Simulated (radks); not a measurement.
Task: These are the eigenvalues of the occupied orbitals of an atom or ion with whole-number occupations (eV). Calculated with a radial shooting solver on a logarithmic mesh with Libxc functionals: scalar-relativistic Kohn-Sham, MS2 meta-GGA, spin-polarised, spherical densities, finite nucleus; meta-GGA in the generalised Kohn-Sham scheme; Fermi nuclear charge, rms radius of each element as measured or else 0.836 A^(1/3) + 0.57 fm.

1s up: -71717.78
1s down: -71717.63
2s up: -12467.47
2s down: -12467.09
2p up: -10879.07
2p down: -10878.71
3s up: -2913.268
3s down: -2913.154
3p up: -2443.291
3p down: -2443.123
3d up: -1911.434
3d down: -1911.111
4s up: -633.2480
4s down: -632.8081
4p up: -478.7972
4p down: -478.3921
4d up: -284.9377
4d down: -284.3809
5s up: -113.8219
5p up: -75.1306
4f up: -70.5489
5p down: -70.2529
4f down: -69.5015
5d up: -30.3906
5f up: -6.5275

Which element is it, and in what charge state? The configuration may be excited. Open shells, if any, are filled with parallel spins first.

Result: Z = 75, rhenium, charge +2: Re2+ in [Kr] 4d10 4f14 5s1 5p6 5d5 5f1. The list shows which subshells hold electrons but not how many an open one holds; the 1s level, -2635.6 hartree, gives Z - s = 72.6 by -(Z - s)^2/2, which with screening and relativity narrows Z to a few neighbours, and the depths of the outer levels then fix element, charge and occupations together.
